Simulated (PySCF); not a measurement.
A structure optimised at PBE0-D3(BJ)/def2-SVP, used in a PySCF frequency run:

```
C
H 1 1.1035
H 1 1.1042 2 105.68
C 1 1.5260 2 111.31 3 120.41
H 4 1.1007 1 110.95 2 -179.63
H 4 1.1010 5 107.77 1 -122.76
H 4 1.1021 5 107.23 6 -115.14
Si 1 1.8572 2 108.04 3 -113.71
O 8 1.6637 1 106.36 2 57.98
H 9 0.9605 8 117.72 1 -173.25
O 8 1.6672 9 112.67 10 69.69
H 11 0.9601 8 117.58 9 -89.37
H 8 1.5005 9 109.29 10 -50.03
```
Charge 0, spin multiplicity 1.

Task: Write its SMILES and formula.

Result: CC[SiH](O)O, C2H8O2Si

Task: What are its rotational constants (standard atomic weights)?

Result: 6.0022, 2.7275, 2.0781 GHz
